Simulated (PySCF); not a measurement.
Worked example: oscillator strength and radiative lifetime

CH7NOSi3, SMILES O[Si@H]1N=C([SiH3])[SiH2]1.

Geometry: TPSSh-D3(BJ)/def2-SVP. The structure was generated by enumeration; whether it is a known compound was not checked. The values are those of a single conformer.

PySCF with TDA-PBE0/def2-SVPD puts the first singlet state with f over 0.02 at 4.93 eV (vertical), with the transition dipole (-0.292, 0.196, 0.219) in atomic units.

**Question.** Find the oscillator strength, the wavelength and the radiative lifetime that this transition would have in vacuum if emission retraced absorption.

**Answer.** 
|μ|² = 0.1716 au, so |μ| = 1.05 D. ΔE = 4.93/27.211 = 0.1812 hartree. f = (2/3) ΔE |μ|² = 0.021 (the program prints 0.021).
λ = 1239.84/4.93 = 251 nm; ν = 39763 cm⁻¹.
Einstein's coefficient A = 0.6670 ν² f s⁻¹ (ν in cm⁻¹) = 2.2e7 s⁻¹, so τ = 1/A = 46 ns. This state is S3; the lower singlets have f = 0.000, 0.001. The figure is the radiative limit of this one transition; relaxation, internal conversion, crossing to triplets and a medium change what is measured.
